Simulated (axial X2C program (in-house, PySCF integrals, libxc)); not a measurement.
**Nuclear properties of RuF⁺**

Calculated with an in-house all-electron X2C program for linear molecules (integrals from PySCF): two-component X2C with atomic mean-field Coulomb and Gaunt terms, Gaussian nuclei, basis Ru dyall-cv3z, F dyall-av3z with contracted cores.

R = 1.817 Å (near the PBE0 minimum at charge 1 of the determinant lowest at the starting distance; the state shown can have its own minimum elsewhere).

Determinant lowest in the PBE0 search, Ω = 4 (⟨Sz⟩ = 1.99, ⟨Lz⟩ = 2.01 at PBE0), spin on the atoms Ru 1.83, F 0.16:

| level | Eeff magnitude (GV/cm) | Ws magnitude Ru (kHz) | A∥/gI Ru (MHz) | qzz Ru (a.u.) | A∥/gI F (MHz) | qzz F (a.u.) |
| --- | --- | --- | --- | --- | --- | --- |
| PBE0 | 5.12 | 0.528 | 355 | 0.88 | 2.7 | 0.97 |
| HF | 5.61 | 0.566 | 128 | 0.15 | 13.2 | 0.80 |
| PBE50 | 5.28 | 0.539 | 279 | 0.61 | 6.98 | 0.96 |
| BHandHLYP | 5.08 | 0.514 | 286 | 0.66 | 7.24 | 0.92 |
| BP86 | 4.75 | 0.493 | 453 | 1.22 | -3.11 | 0.96 |

Eeff is the effective electric field on the electron electric dipole moment in this Ω state and Ws the scalar–pseudoscalar constant of the nucleus named (defined with the proton number Z and per Ω); A∥ (defined per Ω) follows by multiplying with gI = μI/(I μN); qzz is the electric field gradient, eQq0 = 234.96 MHz × Q/barn × qzz. The operators were transformed with the bare-nucleus X2C matrices; with these basis sets, hyperfine constants and field gradients can be off by tens of per cent, and where levels differ in sign neither size nor sign is settled.

Each state is one determinant with collinear spin, which with several unpaired electrons need not be a pure state. Unrestricted Hartree–Fock can overshoot spin polarisation at the nuclei. With several open shells hyperfine constants can be off by a factor of several. Open-shell Ω = 0 determinants with evenly filled partner blocks cannot be reached by this program, so the Ω shown need not be the lowest component. The search compared states at one distance, so a state with another bond length can lie lower. Further determinants of the search, some of them spin-mixed, are not shown. Where a field gradient or hyperfine factor spreads by more than a factor of two over the levels, a constant derived from it is not to be relied on.
